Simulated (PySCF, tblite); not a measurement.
Isomers of C9H10O, one GFN2-xTB conformer each. Single-point energies are computed at PBE0/pcSseg-1 (PySCF, gas phase, no added dispersion term), electronic only.

Question: Rank them by PBE0/pcSseg-1 energy, lowest first (kJ/mol).
A. `[OH:1][CH2:2][c:3]1[cH:4][cH:5][c:6]2[c:7]([cH:8]1)[CH2:9][CH2:10]2` with H–O1–C2–C3 -53°, O1–C2–C3–C4 86°
B. `[cH:1]1[cH:2][cH:3][c:4]([CH:5]2[CH2:6][O:7][CH2:8]2)[cH:9][cH:10]1` with C3–C4–C5–C6 -48°

Answer: B (0.0), A (3.0).

As drawn, the higher has an O–H bond, which the lower lacks. Neighbours under 10 kJ/mol apart (c1ccc(C2COC2)cc1 and OCc1ccc2c(c1)CC2) can change places with a better method, another conformer or zero-point energy. GFN2-xTB itself gives, in the same order: 0.0, 8.6. Both levels put the same isomer lowest.

Which frontier levels, dipoles and rotational constants go with these structures?

| SMILES | HOMO (eV, PBE0/pcSseg-1) | LUMO (eV) | dipole (D) | A, B, C (MHz) |
| --- | --- | --- | --- | --- |
| c1ccc(C2COC2)cc1 | -7.18 | -0.39 | 1.87 | 3595, 842.6, 757.3 |
| OCc1ccc2c(c1)CC2 | -6.92 | -0.40 | 2.02 | 3383, 853.9, 726.5 |

What happens when harmonic zero-point energies from GFN2-xTB frequencies are added?

| SMILES | ZPE (kJ/mol) | electronic (kJ/mol) | with ZPE (kJ/mol) |
| --- | --- | --- | --- |
| c1ccc(C2COC2)cc1 | 429.8 | 0.0 | 0.0 |
| OCc1ccc2c(c1)CC2 | 427.5 | 3.0 | 0.6 |

The zero-point energies span 2.3 kJ/mol. The order is unchanged.
